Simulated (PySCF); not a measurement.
**Mayer bond orders and bond lengths**

Species: C₅H₁₀OSi.
Atom-mapped SMILES: `[CH3:1][O:2]/[CH:3]=[CH:4]\[C@@H:5]1[CH2:6][SiH2:7]1` (hydrogens: H8, H9, H10 on C1; H11 on C3; H12 on C4; H13 on C5; H14, H15 on C6; H16, H17 on Si7)

Geometry (PBE0-D3(BJ)/def2-SVP, Å), atoms numbered from 1 in this order:
```
atom  x, y, z in Å
C1     3.402    1.453    0.699
O2     2.100    1.154    0.285
C3     1.956    0.031   -0.456
C4     0.764   -0.548   -0.648
C5    -0.499   -0.071   -0.062
C6    -1.625   -1.080    0.235
Si7   -2.066    0.151   -1.085
H8     3.371    2.428    1.203
H9     3.793    0.701    1.407
H10    4.098    1.523   -0.158
H11    2.871   -0.363   -0.916
H12    0.738   -1.425   -1.302
H13   -0.354    0.697    0.707
H14   -2.090   -1.016    1.224
H15   -1.425   -2.115   -0.067
H16   -3.000    1.262   -0.770
H17   -2.069   -0.305   -2.498
```

Bond orders from the PBE0/pcSseg-1 density (PySCF). Geometry: PBE0-D3(BJ)/def2-SVP, one conformer, isolated molecule.

**Question.** How far do the computed orders between heavy atoms stray from the drawn ones?

**Answer.** The largest departure is 0.146, at C3–C4 (drawn double, 1.854). Drawn single, order below 0.88: C5–C6 (0.866).

**Question.** Set the Mayer orders of the bonds beside their lengths.

**Answer.** 
```csv
bond,drawn as,length (Å),Mayer order
C1–O2,single,1.399,0.918
O2–C3,single,1.352,1.001
C3–C4,double,1.340,1.854
C4–C5,single,1.472,1.044
C5–C6,single,1.540,0.866
C6–Si7,single,1.858,0.967
Si7–C5,single,1.884,0.905
C1–H8,single,1.098,0.972
C1–H9,single,1.105,0.959
C1–H10,single,1.106,0.956
C3–H11,single,1.097,0.936
C4–H12,single,1.094,0.947
C5–H13,single,1.096,0.929
C6–H14,single,1.095,0.948
C6–H15,single,1.096,0.948
Si7–H16,single,1.485,0.936
Si7–H17,single,1.485,0.939
```

By pair of heavy elements: C–O: lowest C1–O2 (0.918, 1.399 Å), highest O2–C3 (1.001, 1.352 Å). C–C: lowest C5–C6 (0.866, 1.540 Å), highest C3–C4 (1.854, 1.340 Å). C–Si: lowest Si7–C5 (0.905, 1.884 Å), highest C6–Si7 (0.967, 1.858 Å).

**Question.** Sum the orders of all bonds at each heavy atom with more than one neighbour and set the sums beside the valence in the SMILES.

**Answer.** C1 3.805 (drawn 4), O2 1.919 (drawn 2), C3 3.791 (drawn 4), C4 3.845 (drawn 4), C5 3.744 (drawn 4), C6 3.729 (drawn 4), Si7 3.747 (drawn 4). Orders between atoms that aren't bonded are not in these sums.

Mayer orders depend on the basis set.
